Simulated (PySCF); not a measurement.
Species: C5H6FNO3 (charge +1 and doublet state).
Numbering: `[CH3:1][C:2](=[O+:3])/[N:4]=[CH:5]\[C@H:6]([F:7])[O:8][CH:9]=[O:10]` (hydrogens: H11, H12, H13 on C1; H14 on C5; H15 on C6; H16 on C9)

Geometry (GFN2-xTB, Å), atoms numbered from 1 in this order:
```xyz
16
C5H6FNO3 angstrom
C     -2.7018    0.2490    0.5691
C     -1.7109    0.8581   -0.3958
O     -1.5962    2.0175   -0.6286
N     -1.0180   -0.1202   -1.0868
C      0.0588   -0.7060   -0.9344
C      1.0032   -0.5265    0.2594
F      0.3505    0.1753    1.2213
O      2.0988    0.1978   -0.1990
C      3.2608    0.1265    0.4943
O      3.4828   -0.5638    1.4236
H     -3.6321    0.1335    0.0055
H     -2.3894   -0.7192    0.9490
H     -2.8617    0.9543    1.3837
H      0.3960   -1.4009   -1.7011
H      1.2899   -1.4991    0.6978
H      3.9617    0.8326    0.0138
```

The hyperfine couplings belong to this conformer and change with its torsions.

Computed, not measured: PySCF 2.14.0, UKS B3LYP, pcH-1 on C F H N O, non-relativistic, mean-field spin-orbit, GIAO. The structure is a single GFN2-xTB conformer in the gas phase; no vibrational or solvent corrections. A GFN2-xTB geometry isn't a minimum of the functional, and hyperfine couplings can be far from their values at a DFT geometry, by a factor of two or more for some ions and for spin on atoms past the first row. The frame is twisted about the C2–N4 bond at this geometry (dihedral O3–C2–N4–C5 = 92°); couplings at other torsion angles weren't computed. The SCF solution wasn't tested for stability.

**Question.** Predict the first-order ENDOR lines of N4, F7, H14, H16, H15 and H11/H12/H13 under fast tumbling at B = 3360.8 mT (W band).

**Answer.** ν± = |νn ± a/2|, one line for each electron-spin manifold; νn = |g_N| × 7.62259 MHz/T × B.

| nuclei | isotope | g_N | νn (MHz) | a_iso (MHz) | lower line (MHz) | upper line (MHz) |
| --- | --- | --- | --- | --- | --- | --- |
| N4 | 14N | 0.4038 | 10.34 | 8.44 | 6.13 | 14.56 |
| F7 | 19F | 5.2577 | 134.69 | -2.27 | 133.56 | 135.83 |
| H14 | 1H | 5.5857 | 143.09 | 127.45 | 79.37 | 206.82 |
| H16 | 1H | 5.5857 | 143.09 | 19.72 | 133.23 | 152.96 |
| H15 | 1H | 5.5857 | 143.09 | 8.38 | 138.90 | 147.29 |
| H11/H12/H13 | 1H | 5.5857 | 143.09 | -2.39 | 141.90 | 144.29 |

**Question.** Which pairs are centred on the nuclear Larmor frequency, and which on half the coupling?

**Answer.** Centred on νn, since |a| < 2νn: N4, F7, H14, H16, H15 and H11/H12/H13. No pair has |a| > 2νn.

**Question.** At what field would the lower line of H14 fall to zero frequency?

**Answer.** Where νn = |a|/2, that is B = 63.73 MHz/(5.5857 × 7.62259 MHz/T) = 1500 mT, as far as first order holds there.

Nuclei that the bonding pattern makes equivalent are averaged, as if the motion that swaps them (rotation, inversion, ring flip) were fast. The three 1H nuclei of mean -2.4 MHz run from -6.1 to 3.7 MHz in the frozen geometry.
